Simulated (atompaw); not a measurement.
u(r) = r·R(r): atom against pseudo-atom (neodymium)

Columns: radius, all-electron u(r) and pseudo u(r) of the 5s shell (level -41.12 eV) of neodymium in the configuration [Kr] 4d10 4f4 5s2 5p6 5d0 6s1.5 6p0.5; PBEsol, scalar-relativistic, PAW (atompaw) scheme, atompaw 4.2.0.5.

```
r (bohr)  all-electron  pseudo
   0.115        0.0023  0.1631
   0.231        0.3035  0.3234
   0.346       -0.2138  0.4738
   0.462       -0.5172  0.6132
   0.577       -0.4101  0.7355
   0.692       -0.0856  0.8391
   0.808        0.2788  0.9221
   0.923        0.5813  0.9815
   1.038        0.7942  1.0171
   1.154        0.9200  1.0288
   1.269        0.9720  1.0173
   1.385        0.9696  0.9843
   1.500        0.9299  0.9330
   1.615        0.8667  0.8670
   1.731        0.7900  0.7900
   1.846        0.7088  0.7088
   1.962        0.6269  0.6269
   2.077        0.5492  0.5492
   2.192        0.4771  0.4771
   2.308        0.4109  0.4109
   2.423        0.3522  0.3522
   2.538        0.3004  0.3004
   2.654        0.2549  0.2549
   2.769        0.2157  0.2157
   2.885        0.1818  0.1818
   3.000        0.1531  0.1531
```

Question: How many radial nodes do the two functions have?

Answer: The all-electron 5s function has n − l − 1 = 4 (the table is too coarse to show those close to the nucleus); the pseudo-wave has 0, since the states of the same l below it are removed with the core.

Question: At about which radius was the pseudo-wave matched?

Answer: 1.75 bohr. The columns agree to 0.0005 from 1.61 bohr on; several derivatives are matched, so the curves merge somewhat inside the radius.

Question: Is the pseudo-wave norm-conserving?

Answer: No, it belongs to a PAW set: the norm inside the radius is not constrained, and the difference is carried by the augmentation charge.
